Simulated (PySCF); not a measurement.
C2H8N2Si2, SMILES N[Si@@H]1C=N[C@H]1[SiH3]. Atoms are numbered in the order given.

```xyz
14

N      2.3612    -1.0385     0.6443
Si     0.9842    -0.5758    -0.2619
C      0.8424     1.0175    -1.2731
N     -0.1710     1.4827    -0.6311
C     -0.4212     0.5053     0.4629
Si    -2.2033    -0.1152     0.4879
H      2.7748    -1.9590     0.5793
H      2.9023    -0.4032     1.2165
H      0.5498    -1.8152    -0.9769
H      1.2411     1.5487    -2.1500
H     -0.2061     0.9652     1.4437
H     -2.3414    -1.1378     1.5723
H     -3.1774     0.9894     0.7407
H     -2.5330    -0.7601    -0.8202
```
Charge 0, spin multiplicity 1.

The structure is a stationary point at PBE0-D3(BJ)/def2-SVP. The structure was generated by enumeration; whether it is a known compound was not checked. Other conformers were not sampled.

Calculation: B3LYP/pcSseg-1 (PySCF).

GIAO shieldings, no solvent; atoms listed in one row are averaged. δ = σ(ref) − σ: ¹⁵N against NH3 (σ = 265.5 ppm); ²⁹Si against TMS (σ = 338.7 ppm); ¹³C against TMS (σ = 181.3 ppm); ¹H against TMS (σ = 31.68 ppm), references at their B3LYP-D3(BJ)/def2-TZVP geometries, non-relativistic.

Task: Estimate the chemical shifts. (Estimate from the structure and the level; the computed values follow.)

Result: 
| nucleus | atoms | count | δ (ppm) |
|---|---|---|---|
| ¹⁵N | N4 | 1 | 522.9 |
| ¹⁵N | N1 | 1 | 37.5 |
| ²⁹Si | Si2 | 1 | -15.2 |
| ²⁹Si | Si6 | 1 | -69.6 |
| ¹³C | C3 | 1 | 203.5 |
| ¹³C | C5 | 1 | 64.9 |
| ¹H | H10 | 1 | 8.84 |
| ¹H | H9 | 1 | 5.41 |
| ¹H | H12, H13, H14 | 3 | 4.19 |
| ¹H | H11 | 1 | 4.19 |
| ¹H | H7 | 1 | 1.89 |
| ¹H | H8 | 1 | 1.49 |
